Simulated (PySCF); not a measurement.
Species: trisilylarsane, AsH₉Si₃.
Bonds: Si1–As2, As2–Si3, As2–Si4. Hydrogens: H5, H6, H7 on Si1; H8, H9, H10 on Si3; H11, H12, H13 on Si4.

Computed with PBE0-D3(BJ)/def2-SVP geometry optimisation, gas phase (PySCF).

Task: Give the optimised bond lengths and angles.

Result: 
```tsv
bond	length (Å)
Si1–As2, As2–Si3, As2–Si4	2.365
Si1–H5 and 8 like bonds	1.495
```

Bonds in one row agree within 0.01 Å and their mean is given. A selection of angles:
```tsv
angle	degrees
As2–Si1–H5	108.3
As2–Si1–H6	112.8
H5–Si1–H6	109.0
Si1–As2–Si3	94.2
```

Si1 (SiH3 silicon) is tetrahedral (angles from 108.3° to 112.8°). All 3 As–Si bonds measure 2.364 to 2.365 Å. As2 (arsenic bonded to 3 Si) is pyramidal (angles 94.4°, 94.2° and 94.1°, sum 282.7°, 1.26 Å off the plane of its three neighbours).

Point group: C3v (tolerance 0.08 Å). No PBE0-D3(BJ)/def2-SVP frequencies stand behind this structure, so it isn't proved a minimum.

On one thread, Arm Neoverse V1 (aarch64), no GPU (shared host), this took 29 s of wall time and 0.58 GiB of memory at its peak. This is the geometry optimisation.
